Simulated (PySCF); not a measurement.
**Correlation energy of Au⁺ (gold, charge +1)**

[Xe] 4f14 5d9 6s1, high-spin 3D determinant (an excited configuration). All numbers are calculated (PySCF 2.14, scalar relativity by spin-free X2C-1e, in x2c-TZVPPall). Frozen: [Kr] 4d10 4f14; 18 electrons correlated.

```
  level  correlation energy (mhartree)
   CCSD                        -501.10
    (T)                         -13.48
CCSD(T)                        -514.58
```

Diagnostics: T1 = 0.0082, D1 = 0.0305, largest double amplitude 0.021.

**Question.** Is a single reference adequate?

**Answer.** Yes, within this model without spin-orbit coupling: T1 lies below 0.03 and no double amplitude reaches 0.07.

This basis was not built for core-valence correlation, so the inner-shell part is incomplete.
